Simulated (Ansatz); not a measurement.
Geometry optimisation of F2HOSb (`[OH][Sb]([F])[F]`).

```yaml
crystal:
  periodic: [false, false, false]
  atoms:
    - {symbol: O, position_ang: [-0.235659, 1.219077, -0.650314]}
    - {symbol: Sb, position_ang: [0.233576, -0.706180, -0.762017]}
    - {symbol: F, position_ang: [1.572638, -0.704653, 0.661026]}
    - {symbol: F, position_ang: [-1.169885, -1.370156, 0.424555]}
    - {symbol: H, position_ang: [-0.350671, 1.488212, 0.285250]}
basis:
  gaussian: {orbitals: def2-TZVP}
hamiltonian: {xc: pbe0, dispersion: d4}
relax: {f_tol: 0.005, max_steps: 150}
```

```sh
$ ansatz run in.yaml --threads 2 --pin off --events-out ev --progress --plain --max-ram 4352MiB
```

Shortened log:

```
Functional definition: PBE0
mean field -14033.37304869 eV, -515.7169473775 hartree, gradient 2.8e-5 eV, S^2 0.000000; 0 other end points of the search recorded, 0 dependent functions left out
relax step   1: F+E_penalty+E_count = -14033.44843445 eV  Δ(F+E_penalty+E_count) = +0.000e0 eV  max|allowed force component| = 1.572e0 eV/Å  Δτ_max = 0.0000 Å  (30 SCF iters, accepted)
mean field -14033.48936601 eV, -515.7212219603 hartree, gradient 2.2e-5 eV, S^2 0.000000; 0 other end points of the search recorded, 0 dependent functions left out
relax step   2: F+E_penalty+E_count = -14033.56560162 eV  Δ(F+E_penalty+E_count) = -1.172e-1 eV  max|allowed force component| = 2.808e-1 eV/Å  Δτ_max = 0.0592 Å  (32 SCF iters, accepted)
mean field -14033.49223809 eV, -515.7213275071 hartree, gradient 1.3e-5 eV, S^2 0.000000; 0 other end points of the search recorded, 0 dependent functions left out
relax step   3: F+E_penalty+E_count = -14033.56855790 eV  Δ(F+E_penalty+E_count) = -2.956e-3 eV  max|allowed force component| = 5.997e-2 eV/Å  Δτ_max = 0.0154 Å  (33 SCF iters, accepted)
mean field -14033.49281816 eV, -515.7213488245 hartree, gradient 1.3e-5 eV, S^2 0.000000; 0 other end points of the search recorded, 0 dependent functions left out
relax step   4: F+E_penalty+E_count = -14033.56909608 eV  Δ(F+E_penalty+E_count) = -5.382e-4 eV  max|allowed force component| = 6.344e-2 eV/Å  Δτ_max = 0.0168 Å  (33 SCF iters, accepted)
mean field -14033.49291528 eV, -515.7213523933 hartree, gradient 1.9e-5 eV, S^2 0.000000; 0 other end points of the search recorded, 0 dependent functions left out
relax step   5: F+E_penalty+E_count = -14033.56919887 eV  Δ(F+E_penalty+E_count) = -1.028e-4 eV  max|allowed force component| = 1.078e-2 eV/Å  Δτ_max = 0.0052 Å  (33 SCF iters, accepted)
mean field -14033.49292760 eV, -515.7213528462 hartree, gradient 1.6e-5 eV, S^2 0.000000; 0 other end points of the search recorded, 0 dependent functions left out
relax step   6: F+E_penalty+E_count = -14033.56920819 eV  Δ(F+E_penalty+E_count) = -9.320e-6 eV  max|allowed force component| = 7.758e-4 eV/Å  Δτ_max = 0.0023 Å  (33 SCF iters, accepted)
mean field -14033.49292760 eV, -515.7213528462 hartree, gradient 1.5e-5 eV, S^2 0.000000; 1 other end points of the search recorded, 0 dependent functions left out
Total energy: -14033.56923248 eV, -515.7241569986 hartree
Atom 0 at    -0.217212     1.167067    -0.621532 Å, force    -0.000519    -0.000532     0.000620 eV/Å
Atom 1 at     0.232594    -0.695797    -0.750268 Å, force     0.000776     0.000424    -0.000353 eV/Å
Atom 2 at     1.531045    -0.697458     0.637554 Å, force     0.000078    -0.000210    -0.000036 eV/Å
Atom 3 at    -1.130891    -1.325582     0.414319 Å, force    -0.000430     0.000347     0.000228 eV/Å
Atom 4 at    -0.365538     1.478071     0.278427 Å, force     0.000095    -0.000029    -0.000458 eV/Å
Dipole moment:     0.038340    -0.014080    -0.416955 e Å
```

It took 20 s on 2 threads of an Arm Neoverse V1 on a shared host, with 0.29 GiB of host memory at the peak.
